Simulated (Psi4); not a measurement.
**Worked example: ideal-gas entropy of SnHOF3 (SMILES [OH][Sn]([F])([F])[F])**

A singlet with charge 0, relaxed at PBE0-D4/def2-TZVP (density fitting, core potential) (Psi4 1.11):

```xyz
6

O    -0.9378    0.5669    1.0344
Sn    0.2199   -0.2890   -0.2335
F    -0.5138   -0.2758   -1.9668
F     0.5075   -2.0993    0.1939
F     1.8959    0.5827   -0.2900
H    -0.5177    1.3161    1.4693
```

Harmonic wavenumbers in cm⁻¹: 109, 135, 182, 189, 197, 333, 647, 666, 672, 688, 894, 3867.

Masses in u: O 15.999, Sn 118.71, F 18.998, H 1.008. Take T = 298.15 K, p = 1 bar, R = 8.3145 J/(mol K), kT/hc = 207.22 cm⁻¹, rigid rotor and harmonic oscillator.

Compute the standard molar entropy.


1. Translation (Sackur–Tetrode): S = R[3/2 ln M + 5/2 ln T − 1.1517] with M = 192.711 gives 174.5 J/(mol K).
2. Rotation: principal moments 173.002, 180.067, 181.388 u Å² give A, B, C = 0.0974, 0.0936, 0.0929 cm⁻¹; the symmetry number is σ = 1; q = (√π/σ)√((kT/hc)³/ABC) = 181676; S = R(ln q + 3/2) = 113.2.
3. Vibration: with u = ν̃/207.22, each mode gives R[u/(eᵘ − 1) − ln(1 − e⁻ᵘ)]; the sum is 65.4, most from 109 cm⁻¹ (13.8), 135 cm⁻¹ (12.0), 182 cm⁻¹ (9.7).
4. Spin: R ln 1 = 0.0.
5. Sum: 174.5 + 113.2 + 65.4 + 0.0 = 353.1 J/(mol K).

No measured value is set beside it here. Where a soft mode is a torsion, a harmonic oscillator describes it poorly.
